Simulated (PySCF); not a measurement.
Bi(F)3 cation (BiF3), SMILES [F][Bi]([F])[F] (connectivity only; charge and spin as stated), charge +1, multiplicity 2.

The structure is a stationary point at r2SCAN-D4/def2-SVP. The multiplicity is an assumed one; other spin states were not compared. The isomer is the one that the SMILES or the coordinates give; other isomers of the formula were not compared. The def2 effective core potentials stand for the cores of Bi; spin–orbit coupling is left out.

The numbers are results of PySCF with r2SCAN-D4/def2-SVP, not measurements.

Frequencies are harmonic and unscaled.

Modes within 1.5 cm⁻¹ of each other (mostly degenerate sets) share a row, with their intensities summed.

```tsv
mode	ν (cm⁻¹)	IR (km/mol)	moving atoms (share of kinetic energy)
1–2	117	16.0	F 95 %
3	120	11.4	F 83 %, Bi 17 %
4–5	524	1.1	F 89 %, Bi 11 %
6	554	2.8	F 96 %
```
